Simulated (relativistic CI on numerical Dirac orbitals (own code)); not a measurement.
## Slater and spin-orbit integrals, As²⁸⁺

Method of calculation: Dirac-Coulomb-Breit CI, orbitals from a KLI potential per configuration, QED by a radiative potential, unscaled Slater integrals (own radial code, finite nucleus).

Slater integrals F^k, G^k are unscaled and averaged over j, outside the closed core 1s2; ζ comes from projecting the Hamiltonian with its Breit term on Σ l·s of the shell.

- 2s²2p: ζ(2p) = 228500 cm⁻¹; <r>(2p) = 0.1615, <r^2>(2p) = 0.03152 (bohr units).
- 2s2p²: F^2(2p,2p) = 590690, G^1(2s,2p) = 624540, ζ(2p) = 226760 cm⁻¹; <r>(2s) = 0.1886, <r^2>(2s) = 0.04166, <r>(2p) = 0.1618, <r^2>(2p) = 0.03161 (bohr units).
- 2p³: F^2(2p,2p) = 589040, ζ(2p) = 225070 cm⁻¹; <r>(2p) = 0.1622, <r^2>(2p) = 0.03179 (bohr units).

Averages of the first 10 configurations, taken without configuration mixing, which lowers the lowest level and can move excited configurations by several eV; other configurations of the list can lie among them:

```json
{"Configuration": "2s²2p", "Parity": "odd", "States": "6", "Average energy above the lowest level (eV)": "33.4"}
{"Configuration": "2s2p²", "Parity": "even", "States": "30", "Average energy above the lowest level (eV)": "144.5"}
{"Configuration": "2p³", "Parity": "odd", "States": "20", "Average energy above the lowest level (eV)": "281.0"}
{"Configuration": "2p²3s", "Parity": "even", "States": "30", "Average energy above the lowest level (eV)": "1950.5"}
{"Configuration": "2p²3p", "Parity": "odd", "States": "90", "Average energy above the lowest level (eV)": "1985.5"}
{"Configuration": "2p²3d", "Parity": "even", "States": "150", "Average energy above the lowest level (eV)": "2016.1"}
{"Configuration": "2s²3s", "Parity": "even", "States": "2", "Average energy above the lowest level (eV)": "1737.6"}
{"Configuration": "2s²3p", "Parity": "odd", "States": "6", "Average energy above the lowest level (eV)": "1776.2"}
{"Configuration": "2s²3d", "Parity": "even", "States": "10", "Average energy above the lowest level (eV)": "1807.0"}
{"Configuration": "2s2p3s", "Parity": "odd", "States": "24", "Average energy above the lowest level (eV)": "1831.2"}
```
